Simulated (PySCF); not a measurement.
H5P. Atoms are numbered in the order given.

```xyz
6

P      0.0000     0.0000     0.0000
H      0.0000     0.0000     1.4812
H      0.0000     0.0000    -1.4812
H      1.4274     0.0000     0.0000
H     -0.7137     1.2362     0.0000
H     -0.7137    -1.2362     0.0000
```

Geometry optimised at PBE0-D3(BJ)/def2-TZVPD.

All values below come from TDDFT-ωB97X/def2-TZVPD (PySCF 2.14.0).

Vertical excitations; the highest root listed may be one member of a degenerate set.  State labels are in the subgroup C2v.

Q: List the lowest excited states. (An estimate is asked for; the answer gives what the named calculation found.)

A: 
| state | symmetry | energy (eV) | λ (nm) | f | main pairs |
|---|---|---|---|---|---|
| S1 | A1 | 5.03 | 246 | 0.000 | HOMO→LUMO 98 % |
| S2 | B1 | 5.59 | 222 | 0.011 | HOMO→LUMO+2 (degenerate set) |
| S3 | A1 | 5.59 | 222 | 0.011 | HOMO→LUMO+1 (degenerate set) |
| S4 | A2 | 7.28 | 170 | 0.000 | HOMO→LUMO+5 (degenerate set) |
| S5 | B2 | 7.28 | 170 | 0.000 | HOMO→LUMO+4 (degenerate set) |
| S6 | B2 | 7.66 | 162 | 0.363 | HOMO→LUMO+3 97 % |
| S7 | B1 | 8.02 | 155 | 0.066 | HOMO→LUMO+6 (degenerate set) |
| S8 | A1 | 8.02 | 155 | 0.066 | HOMO→LUMO+7 (degenerate set) |
| S9 | A1 | 9.94 | 125 | 0.000 | HOMO→LUMO+8 88 % |
| S10 | A1 | 10.15 | 122 | 0.000 | HOMO→LUMO+9 88 % |
| T1 | A1 | 4.64 | 267 | 0 | HOMO→LUMO 94 % |
| T2 | A1 | 5.15 | 241 | 0 | HOMO→LUMO+1 (degenerate set) |
| T3 | B1 | 5.16 | 240 | 0 | HOMO→LUMO+2 (degenerate set) |
| T4 | A2 | 7.16 | 173 | 0 | HOMO→LUMO+5 96 % |
Triplets are in the Tamm–Dancoff approximation, which puts them higher than full response would, so one can lie above its singlet here.
